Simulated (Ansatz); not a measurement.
Born–Oppenheimer molecular dynamics of H6HfO4Si (12 atoms, charge 0, multiplicity 1). It starts from a relaxed structure.

All numbers below come from RKS PBE0/def2-SVP in Ansatz 0.2.0.

- ensemble: NVT, Langevin thermostat
- time step: 1 fs
- steps asked: 100
- set temperature: 1000 K
- friction: 0.02 /fs
- temperature schedule: 25 steps to 1000 K, then 75 steps to 3000 K
- seed: 173514

First frame:

```xyz
12
Properties=species:S:1:pos:R:3
Hf -0.337 -0.284 -0.117
O -0.848 -0.317 1.781
Si -1.281 -0.346 3.373
H -2.411 -1.302 3.593
H -0.127 -0.778 4.223
H -1.718 1.012 3.823
O 1.587 -0.310 -0.239
H 2.532 -0.318 -0.361
O -1.034 1.326 -0.915
H -1.352 2.105 -1.365
O -1.083 -1.836 -0.984
H -1.422 -2.582 -1.471
```

(1) What does the run give?

(2) What happens to the structure?

(3) How do temperature and energy run in time?

Answers

(1) All steps were run.

```json
{
  "steps done": "100",
  "time covered": "100 fs",
  "mean temperature over the second half": "1328 K",
  "spread of the potential energy over the second half": "19.8 meV per atom",
  "mean potential energy of the second half above the start": "120.8 meV per atom"
}
```

The schedule's set-point averaged 2333 K over the second half and the system 1328 K, so it lags behind the ramp. A run of 0.1 ps of so small a system gives no equilibrium averages.

(2) No bond is clearly made or broken; grazing contacts change: Hf1–H12 2.88 → 2.41 Å. Pairs count as bonded within 1.25 times the sum of covalent radii (0.12 Å more for H–H). Another seed would give other details.

(3) 
| time (fs) | T (K) | potential energy less start (eV) |
| --- | --- | --- |
| 0 | 917 | 0.000 |
| 5 | 658 | 0.268 |
| 10 | 614 | 0.526 |
| 15 | 781 | 0.505 |
| 20 | 690 | 0.531 |
| 25 | 720 | 0.593 |
| 30 | 692 | 0.653 |
| 35 | 655 | 1.029 |
| 40 | 475 | 1.018 |
| 45 | 733 | 0.804 |
| 50 | 914 | 0.886 |
| 55 | 1007 | 1.091 |
| 60 | 1047 | 1.384 |
| 65 | 939 | 1.535 |
| 70 | 831 | 1.777 |
| 75 | 1175 | 1.845 |
| 80 | 1835 | 1.483 |
| 85 | 1754 | 1.492 |
| 90 | 1531 | 1.536 |
| 95 | 1803 | 1.361 |
| 100 | 1733 | 1.220 |

Run time: 4.7 min on 4 threads of Arm Neoverse V2, with other jobs on the host, peak memory 0.35 GiB.
